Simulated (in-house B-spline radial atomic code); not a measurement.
# PBEsol excitations of O VII (O6+)

Method: PBEsol. Computed with an all-electron radial atomic-structure program (B-spline basis): linear response of the closed shell 1s2 with the functional's adiabatic kernel; non-relativistic, point nucleus, no spin-orbit coupling, no double excitations, S, P, D and F terms only.

Command:
```bash
python run_td.py task.json out
```
Settings (radii: box in bohr, nucleus in fm):
```
Z                        8
electrons                2
configuration            1s2
hamiltonian              nr
method                   pbesol
box_radius               14.35
intervals                47
```

Run time, properties included: 1 thread of Intel(R) Xeon(R) Platinum 8488C (Sapphire Rapids), on a shared host.

The lowest states, in the order of their Tamm-Dancoff energies; the method's threshold (minus the highest occupied level) is 689.52 eV. Labels give the largest channel, * marks a mixed state, and oscillator strengths are full-response dipole values. Semilocal kernels can invert the small singlet-triplet splittings of Rydberg terms. Energies in eV:

```tsv
state	full response	Tamm-Dancoff	oscillator strength
1s → 2s 3S	?	?	-
1s → 2s 1S	549.06	549.16	-
1s → 2p 3P	550.57	550.60	-
1s → 2p 1P	555.46	555.48	0.624
1s → 3s 3S	628.72	628.72	-
1s → 3s 1S	630.46	630.49	-
1s → 3p 3P	631.38	631.38	-
1s → 3p 1P	?	?	?
1s → 3d 3D	633.74	633.74	-
1s → 3d 1D	633.78	633.79	-
1s → 4s 3S	656.33	656.33	-
1s → 4s 1S	657.02	657.03	-
1s → 4p 3P	657.42	657.42	-
1s → 4p 1P	657.91	657.92	0.0473
1s → 4d 3D	658.31	658.31	-
1s → 4d 1D	658.33	658.33	-
```

(1) Where does 1s → 3p 1P lie?

(2) Where does 1s → 2s 3S lie?

(3) How large is the singlet-triplet splitting of 1s → 2s (S terms) in Tamm-Dancoff?

(4) What polarisabilities and dispersion coefficient does the method give?

Results:

(1) At 632.60 eV in full response, 632.60 eV in Tamm-Dancoff, oscillator strength 0.125.

(2) At 541.82 eV in full response, 541.84 eV in Tamm-Dancoff.

(3) 7.32 eV, from the unrounded values.

(4) Dipole 0.002735 bohr³, quadrupole 0.0001742 bohr⁵, C6 0.0001356 hartree·bohr⁶ for two such species.
